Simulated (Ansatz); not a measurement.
Ansatz (a first-principles code) input (CCSD(T)/def2-SVPD):

Ansatz 0.2 input:
```yaml
crystal:
  periodic: [false, false, false]
  atoms:
    - {symbol: Al, position_ang: [-0.00000000, -0.00000000, -1.16094063]}
    - {symbol: O, position_ang: [-0.00000000, -0.00000000, -2.75812979]}
    - {symbol: Br, position_ang: [0.00000000, 0.00000000, 1.06163619]}
basis:
  gaussian:
    orbitals: def2-SVPD
magnetization: {spin_polarized: false}
correlation: {method: ccsd_t, electrons: outside_noble_gas}
output: {forces: true}
```

Output:

```
Functional definition: HF
integrals: 0.08 GiB planned
823 factors; integrals over basis functions are off by at most 6.8e-4 eV
mean field: 0.34 GiB planned
mean field evaluation 1: about -78601.8082 eV, gradient 5.2e1 eV
mean field evaluation 2: about -78601.8582 eV, gradient 5.2e1 eV
mean field evaluation 4: about -78607.8502 eV, gradient 4.2e0 eV
mean field evaluation 8: about -78607.9313 eV, gradient 4.4e-1 eV
mean field evaluation 16: about -78607.9334 eV, gradient 1.7e-6 eV
mean field -78607.93338635 eV, -2888.7882695773 hartree, gradient 1.7e-6 eV, S^2 0.000000; 0 other end points of the search recorded, 0 dependent functions left out
20 core orbitals not correlated
reference -78607.93338635 eV, -2888.7882695773 hartree; 8, 8 occupied and 60, 60 virtual orbitals, 823 factors
densities: 0.26 GiB planned
second order -10.70076507 eV of doubles, -0.00000000 eV of singles
coupled cluster: 0.19 GiB planned
cycle   1  -10.29138011 eV  change    4.1e-1 eV  update   1.6e-1
cycle   2  -10.69104820 eV  change   -4.0e-1 eV  update   7.7e-2
cycle   3  -10.81495634 eV  change   -1.2e-1 eV  update   3.3e-2
cycle   4  -10.81595950 eV  change   -1.0e-3 eV  update   1.1e-2
cycle   5  -10.80909137 eV  change    6.9e-3 eV  update   3.7e-3
cycle   6  -10.81032716 eV  change   -1.2e-3 eV  update   1.5e-3
cycle   7  -10.81047640 eV  change   -1.5e-4 eV  update   6.3e-4
cycle   8  -10.81019948 eV  change    2.8e-4 eV  update   2.9e-4
cycle   9  -10.81022646 eV  change   -2.7e-5 eV  update   1.4e-4
cycle  10  -10.81032133 eV  change   -9.5e-5 eV  update   5.6e-5
cycle  11  -10.81025521 eV  change    6.6e-5 eV  update   2.7e-5
cycle  12  -10.81024456 eV  change    1.1e-5 eV  update   1.2e-5
cycle  13  -10.81026038 eV  change   -1.6e-5 eV  update   3.3e-6
perturbative correction -0.44955039 eV, -0.0165206721 hartree
the calculation of the forces begins
Total energy: -78619.19319711 eV, -2889.2020599907 hartree
Atom 0 at    -0.000000    -0.000000    -1.160941 Å, force     0.000000    -0.000000     1.385311 eV/Å
Atom 1 at    -0.000000    -0.000000    -2.758130 Å, force    -0.000000     0.000000    -1.495489 eV/Å
Atom 2 at     0.000000     0.000000     1.061636 Å, force     0.000000    -0.000000     0.110178 eV/Å
Dipole moment:    -0.000000    -0.000000     0.899626 e Å
```
